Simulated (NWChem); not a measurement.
System: MgNH₃; SMILES [NH2][MgH]

```xyz
5

Mg     0.0000     0.0000    -0.7529
H      0.0000     0.0000    -2.4594
N      0.0000     0.0000     1.1433
H      0.0000    -0.8168     1.7457
H      0.0000     0.8168     1.7457
```
Atoms are numbered in this order, from 1.

All runs use the structure optimised with B3LYP/6-31G* (spherical d).

Symmetry labels are those of C2v in the frame above (b1 and b2, or b-type labels, depend on it). States above −ε(HOMO) = 5.0 eV lie in this functional's continuum and hang on the basis.

**Question.** List the 4 lowest vertical singlet excitations from PBE/def2-SVPD, TDA (NWChem).

**Answer.** 
| state | energy (eV) | oscillator strength | symmetry | leading excitation (squared amplitude) |
|---|---|---|---|---|
| S1 | 3.92 | 0.069 | b1 | HOMO → LUMO (1.00) |
| S2 | 4.05 | 0.000 | a2 | HOMO → LUMO+1 (1.00) |
| S3 | 4.84 | 0.036 | a1 | HOMO → LUMO+2 (0.93) |
| S4 | 5.54 | 0.000 | b1 | HOMO → LUMO+3 (1.00) |
